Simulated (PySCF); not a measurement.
CH3Cl2OTa, SMILES [CH3][Ta](=[O])([Cl])[Cl], multiplicity 1.

Geometry: B3LYP-D3(BJ)/def2-SVP. The spin state was assumed, not searched. The structure was generated by enumeration; whether it is a known compound was not checked. The def2 effective core potentials stand for the cores of Ta; spin–orbit coupling is left out.

Level of theory: B3LYP/def2-TZVP (PySCF).

The molecule is in vacuum.

**Question.** Estimate the frontier levels, gap, dipole moment and polarisability. (An estimate is asked for; the answer gives what the named calculation found.)

**Answer.** 
```
Property                                                                                                        Value
---------------------------------------------------------------------------------------------  ----------------------
highest occupied level                                                                                       -8.93 eV
lowest empty level                                                                                           -2.82 eV
orbital gap                                                                                                   6.11 eV
dipole moment                                                                                                  2.34 D
quadrupole, principal values (traceless, Buckingham form, about the centre of nuclear charge)  -5.39, -1.10, 6.49 D·Å
mean static polarisability                                                                      78.4 bohr³ (11.62 Å³)
polarisability, principal values                                                               69.5, 80.3, 85.5 bohr³
```
